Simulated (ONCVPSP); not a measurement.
## Transferability test, ONCV potential for Co (Z = 27)

- Element: Co (Z = 27)
- Generator: ONCVPSP 4.0.1
- Type: optimised norm-conserving Vanderbilt (ONCV)
- Functional: LDA (Perdew-Wang 92)
- Relativity: scalar-relativistic
- Frozen core: [Ne]
- Valence charge: 17
- Reference configuration: 3s2 3p6 3d7.5 4s1.5
- Partial waves: 3s+4s: rc 1.35 bohr, ncon 4, nbas 8, qcut 10.7 1/bohr, 3 projectors, debl 2.8 Ha; 3p: rc 0.75 bohr, ncon 3, nbas 6, qcut 12 1/bohr, 2 projectors, debl 1.1 Ha; 3d: rc 1.55 bohr, ncon 3, nbas 7, qcut 11.5 1/bohr, 2 projectors, debl 1.2 Ha
- Local potential: polynomial inside 0.50 bohr (lpopt 5, dvloc0 4 Ha)
- Core correction: Teter function, fcfact 2.5, rcfact 1.1

In the p channel the program set the typed energies aside and used -2.315, 0.250 Ha.

Energies are relative to the spin-unpolarised reference configuration 3s2 3p6 3d7.5 4s1.5; without spin polarisation the order of configurations can differ from experiment.

| valence configuration | charge | ΔE all-electron (eV) | error AE − PS (meV) |
| --- | --- | --- | --- |
| 3s2 3p6 3d7 4s1 | +1 | 10.273 | +1.6 |
| 3s2 3p6 3d7 4s0 | +2 | 27.351 | -1.9 |

**Question.** What are ΔE and the potential's error for 3s2 3p6 3d7 4s2?

**Answer.** ΔE = 0.984 eV all-electron; the error (AE − PS) is +7.1 meV.

**Question.** What are ΔE and the potential's error for 3s2 3p6 3d6 4s0?

**Answer.** ΔE = 63.545 eV all-electron; the error (AE − PS) is +53 meV.
